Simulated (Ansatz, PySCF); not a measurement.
Dimer: hydrogen isocyanide (SMILES [C-]#[NH+]) (first 3 atoms) with hydrogen isocyanide (SMILES [C-]#[NH+]); geometry from B3LYP-D3(BJ)/def2-TZVP, rigid monomers moved along the line of their centres of mass till H3···C4 is 2.36 Å.
(charge 0, multiplicity 1):
| atom | x (Å) | y (Å) | z (Å) |
|---|---|---|---|
| C | -0.2166 | 0.3936 | -1.1305 |
| N | -0.1158 | 0.3302 | 0.0263 |
| H | -0.0279 | 0.2747 | 1.0361 |
| C | 0.1756 | 0.1469 | 3.3851 |
| N | 0.2758 | 0.0846 | 4.5377 |
| H | 0.3622 | 0.0309 | 5.5311 |

Quantity: the interaction energy.

Monomers are frozen at their geometry in the pair; levels with a basis set take the counterpoise correction.

Correlated levels freeze the cores. CBS: X⁻³ extrapolation of the correlation energy, Hartree–Fock from the larger set.

Programs: Ansatz (an electronic-structure program) with Gaussian orbitals; PySCF for the dispersion terms. Values without a source in brackets are computed.

Costs are ratios of core time to PBE/def2-TZVPPD (roughly 2.5 s), for whole runs (searches for the state included, and forces where a run took them) on one shared machine, so rough; each difference counts from -6.83 kcal/mol (CCSD(T)/CBS(aug-cc-pVDZ, aug-cc-pVTZ), a level with limits of its own).

A star marks coupled-cluster runs past 200 virtual orbitals, where the program's memory plan changes under this machine's limit, so their costs aren't comparable with smaller runs.

| level | basis functions | cost |
|---|---|---|
| PBE/def2-TZVPPD | 182 | ×1 |
| PBE-D3(BJ)/def2-TZVPPD | 182 | ×1 |
| PBE0/def2-TZVPPD | 182 | ×1 |
| PBE0-D3(BJ)/def2-TZVPPD | 182 | ×1 |
| B3LYP/def2-TZVPPD | 182 | ×1 |
| B3LYP-D3(BJ)/def2-TZVPPD | 182 | ×1 |
| r2SCAN/def2-TZVPPD | 182 | ×2 |
| r2SCAN-D3(BJ)/def2-TZVPPD | 182 | ×2 |
| wB97X-V/def2-TZVPPD | 182 | ×4 |
| wB97M-V/def2-TZVPPD | 182 | ×4 |
| CCSD(T)/aug-cc-pVDZ | 110 | ×6 |
| CCSD(T)/aug-cc-pVTZ | 230 | ×500* |

### Question
With a budget of 30 times the cost of PBE/def2-TZVPPD, which level comes closest?

### Answer
PBE/def2-TZVPPD, at 0.05 kcal/mol; next is B3LYP-D3(BJ)/def2-TZVPPD at -0.09 kcal/mol.

### Question
With a budget of 100 times the cost of PBE/def2-TZVPPD, which level comes closest?

### Answer
PBE/def2-TZVPPD, at 0.05 kcal/mol; next is B3LYP-D3(BJ)/def2-TZVPPD at -0.09 kcal/mol.

Each difference (kcal/mol): PBE/def2-TZVPPD 0.05; PBE-D3(BJ)/def2-TZVPPD -0.44; PBE0/def2-TZVPPD 0.24; PBE0-D3(BJ)/def2-TZVPPD -0.23; B3LYP/def2-TZVPPD 0.68; B3LYP-D3(BJ)/def2-TZVPPD -0.09; r2SCAN/def2-TZVPPD 0.43; r2SCAN-D3(BJ)/def2-TZVPPD 0.22; wB97X-V/def2-TZVPPD 0.21; wB97M-V/def2-TZVPPD 0.35; CCSD(T)/aug-cc-pVDZ 0.36; CCSD(T)/aug-cc-pVTZ 0.10.
